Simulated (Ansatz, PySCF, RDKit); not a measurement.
Pair of molecules: H2S (SMILES S) (first 3 atoms) with CH5N (SMILES CN); geometry from B3LYP-D3(BJ)/def2-TZVP, rigid monomers moved along the line of their centres of mass till H2···N5 is 1.87 Å.
(charge 0, multiplicity 1):
```csv
atom,x (Å),y (Å),z (Å)
S,0.2986,0.1311,-0.1314
H,0.5133,0.2579,1.2085
H,0.5767,-1.1820,-0.1245
C,-0.6710,-0.3698,3.4323
N,0.5346,0.3803,3.0729
H,-0.5595,-1.4035,3.1034
H,-1.5236,0.0491,2.8971
H,-0.9024,-0.3736,4.5039
H,1.3552,-0.0047,3.5248
H,0.4611,1.3490,3.3598
```

Monomers are frozen at their geometry in the pair; levels with a basis set take the counterpoise correction.

Rows in 6-31G* carry no dispersion term and start afresh at each structure (6-31G* with six Cartesian d functions). MP2/6-31G* freezes PySCF's default core.

Programs: Ansatz (Gaussian basis) for Hartree–Fock, density functionals and correlated methods; PySCF for 6-31G* rows, the dispersion terms; RDKit for the force fields. 

Question: Predict the interaction energy from MP2/6-31G*.

Answer: -102 meV

Question: What is the computed interaction energy (MMFF94)?

Answer: -96 meV

Question: Give the interaction energy at the level r2SCAN-D4/def2-TZVPPD.

Answer: -203 meV

Ansatz is an electronic-structure program.
